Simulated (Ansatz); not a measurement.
Ideal-gas functions of ClGaH3OSi, SMILES `[SiH3][O][Ga][Cl]` radical at 400 K and 1 bar, from an Ansatz frequency run at PBE0-D4/def2-TZVP.

Molar mass 152.29 g/mol, point group Cs (symmetry number 1), electronic degeneracy 2, moments of inertia 42.322, 453.713, 490.112 u Å². Harmonic wavenumbers (cm⁻¹, unscaled): 26, 55, 67, 150, 391, 491, 719, 732, 954, 956, 979, 1013, 2203, 2227, 2228.

Use S(trans) = R[1.5 ln M + 2.5 ln T − 1.1517]; rotational temperatures θ = 24.2544 K / I; S(rot) = R[ln(√π/σ · √(T³/θAθBθC)) + 1.5]; for each mode x = 1.438777 ν̃/T, S = R[x/(eˣ − 1) − ln(1 − e⁻ˣ)] and H = RT x/(eˣ − 1); 1 cm⁻¹ = 0.0119627 kJ/mol; R = 8.31446 J/(mol·K).

**Question.** By hand: the entropy, in J/(mol·K).

**Answer.** Translation 177.6. Rotation: θ = 0.5731, 0.0535, 0.0495 K, giving 118.9. Vibration, mode by mode: 28.02, 21.80, 20.17, 13.54, 6.13, 4.59, 2.40, 2.32, 1.23, 1.22, 1.14, 1.03, 0.03, 0.02, 0.02, in all 103.7. Electronic 5.8. Sum 406.0 J/(mol·K).

**Question.** By hand: H − E and G − E in kJ/mol, counted from the electronic energy.

**Answer.** Zero-point energy ½ × 13191 × 0.0119627 = 78.9; thermal vibration 17.2; translation, rotation and pV give 4 RT = 13.3. H − E = 109.4 kJ/mol, and G − E = 109.4 − 400 × 406.0/1000 = -53.0 kJ/mol.

Vibration gives 26 % of the entropy, 70.0 J/(mol·K) of it from the modes under 150 cm⁻¹: soft modes count most, and the harmonic formula is weakest for them. The sum counts one conformer and one mirror image; others add a mixing term.
